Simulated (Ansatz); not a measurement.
Basis-set extrapolation for ClFH$_{6}$N$_{2}$SSi$_{2}$, SMILES `N[Si@H](F)S[Si@@H](N)Cl` (PBE0-D4/def2-TZVP geometry, frozen core, Ansatz). Multiplicity 1, RHF reference.

|  | def2-TZVPP | def2-QZVPP |
| --- | --- | --- |
| HF | -1647.139144 | -1647.191911 |
| MP2 correlation | -1.276437 | -1.388139 |
| CCSD(T) correlation | -1.388167 | not run |

Energies in hartree. Use E(X) = E(∞) + A·exp(−7.88·√X) for Hartree–Fock and E(X) = E(∞) + B·X^(−2.97) for correlation, with X = 3 and 4, and add CCSD(T) minus MP2 of the smaller set to the MP2 limit.

Task: What is the CCSD(T) energy at the basis-set limit?

Result: HF limit: -1647.191911 + (-0.052767) × 0.13774 = -1647.19918. MP2 limit: -1.388139 + (-0.111702) × 0.74074 = -1.47088. Higher-order term: -1.388167 − (-1.276437) = -0.11173. Total: -1648.78179 hartree, 668.1 kJ/mol below CCSD(T)/def2-TZVPP.
